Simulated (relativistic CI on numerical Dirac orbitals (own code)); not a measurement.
**Crystal-field levels of Rh5+, 4d4**

Calculated by Dirac-Coulomb-Breit CI, separate exchange-only KLI orbitals for each configuration, model QED (radiative potential, 1s self-energy scaled to tabulated hydrogen-like ionisation energies), valence Slater integrals scaled by 0.9, one configuration in a parametric crystal field (own radial code). With so little scaling, terms lie 10 to 35 % too far apart, which can change the order of excited levels.

Field parameters in Wybourne normalisation: Oh B⁴₀ = 21Dq, B⁴₄ = √(5/14) B⁴₀. The field is a parameter set, without covalency.

S and J are read from ⟨S²⟩ = S(S + 1) and ⟨J²⟩ = J(J + 1) of each level; they are not fictitious spins.

Oh, 10Dq = 8500 cm⁻¹, the lowest 16 levels:

```csv
E (cm⁻¹),Degeneracy,Irrep,S,J
0.0,1,A1,1.96,2.17
384,3,T1,1.98,2.44
722,2,E,1.99,2.70
906,3,T2,1.99,2.84
1104,1,A2,1.99,3.00
8693,3,T2,1.99,2.47
8779,3,T1,1.98,2.78
8883,1,A1,1.97,3.19
9879,3,T1,1.97,3.44
9916,2,E,1.97,3.54
10526,3,T2,1.97,3.84
12992,1,A1,1.03,3.90
14179,3,T1,1.02,4.22
14633,3,T2,0.99,4.07
14864,2,E,1.00,3.91
20184,3,T2,0.93,4.90
```

Oh, 10Dq = 15350 cm⁻¹, the lowest 10 levels:

```tsv
E (cm⁻¹)	Degeneracy	Irrep	S	J
0.0	1	A1	1.89	2.68
471	3	T1	1.94	2.76
852	2	E	1.97	2.85
1050	3	T2	1.98	2.93
1261	1	A2	2.00	3.00
7493	1	A1	1.14	4.08
8372	3	T1	1.09	4.16
9049	3	T2	1.00	3.98
9312	2	E	1.03	3.84
15267	1	A1	1.90	3.02
```

Oh, 10Dq = 22150 cm⁻¹, the lowest 16 levels:

```tsv
E (cm⁻¹)	Degeneracy	Irrep	S	J
0.0	1	A1	1.47	3.54
1081	3	T1	1.60	3.41
2103	2	E	1.78	3.12
2496	3	T2	1.82	3.16
3109	1	A2	2.00	3.00
4944	1	A1	1.63	3.56
5081	3	T2	1.25	3.76
5124	3	T1	1.52	3.70
5530	2	E	1.31	3.63
14448	3	T2	0.17	4.61
15779	2	E	0.16	4.84
21206	1	A1	1.26	3.95
22081	3	T1	1.35	3.95
22610	3	T1	1.18	4.51
23105	3	T2	1.03	4.93
23255	2	E	1.41	3.97
```

Oh, 10Dq = 28950 cm⁻¹, the lowest 10 levels:

```json
{"E (cm⁻¹)": "0.0", "Degeneracy": "1", "Irrep": "A1", "S": "1.10", "J": "4.13"}
{"E (cm⁻¹)": "1292", "Degeneracy": "3", "Irrep": "T1", "S": "1.10", "J": "4.07"}
{"E (cm⁻¹)": "2873", "Degeneracy": "2", "Irrep": "E", "S": "1.10", "J": "3.74"}
{"E (cm⁻¹)": "3001", "Degeneracy": "3", "Irrep": "T2", "S": "1.04", "J": "3.87"}
{"E (cm⁻¹)": "8264", "Degeneracy": "1", "Irrep": "A2", "S": "2.00", "J": "3.00"}
{"E (cm⁻¹)": "8446", "Degeneracy": "3", "Irrep": "T2", "S": "1.96", "J": "3.01"}
{"E (cm⁻¹)": "8624", "Degeneracy": "2", "Irrep": "E", "S": "1.93", "J": "3.00"}
{"E (cm⁻¹)": "8730", "Degeneracy": "3", "Irrep": "T1", "S": "1.93", "J": "3.02"}
{"E (cm⁻¹)": "8812", "Degeneracy": "1", "Irrep": "A1", "S": "1.93", "J": "3.01"}
{"E (cm⁻¹)": "13602", "Degeneracy": "3", "Irrep": "T2", "S": "0.10", "J": "4.57"}
```

Oh, 10Dq = 35800 cm⁻¹, the lowest 16 levels:

| E (cm⁻¹) | Degeneracy | Irrep | S | J |
| --- | --- | --- | --- | --- |
| 0.0 | 1 | A1 | 1.03 | 4.26 |
| 1232 | 3 | T1 | 1.03 | 4.16 |
| 2799 | 2 | E | 1.02 | 3.79 |
| 2822 | 3 | T2 | 1.00 | 3.88 |
| 13573 | 3 | T2 | 0.11 | 4.53 |
| 14571 | 1 | A2 | 2.00 | 3.00 |
| 14636 | 2 | E | 1.67 | 3.43 |
| 14651 | 3 | T2 | 1.98 | 2.99 |
| 14774 | 3 | T1 | 1.98 | 2.94 |
| 14830 | 1 | A1 | 1.97 | 2.92 |
| 14942 | 2 | E | 0.82 | 4.29 |
| 27105 | 1 | A1 | 0.11 | 3.81 |
| 34265 | 3 | T1 | 1.00 | 4.96 |
| 34338 | 1 | A1 | 1.00 | 4.30 |
| 34629 | 3 | T2 | 1.00 | 4.98 |
| 34743 | 3 | T1 | 1.01 | 4.25 |

The free-ion ground term has S = 2. The field overcomes the spin-pairing energy for Oh, 10Dq = 28950 cm⁻¹; Oh, 10Dq = 35800 cm⁻¹, where the ground state has lower spin; these fields are assumed values.

Levels of this model without a field, named by their leading LS term: 5D_0 0, 5D_1 660, 5D_2 1733, 5D_3 3044, 5D_4 4500, 3P_0 19502, 3H_4 20031, 3H_5 21550 cm⁻¹.
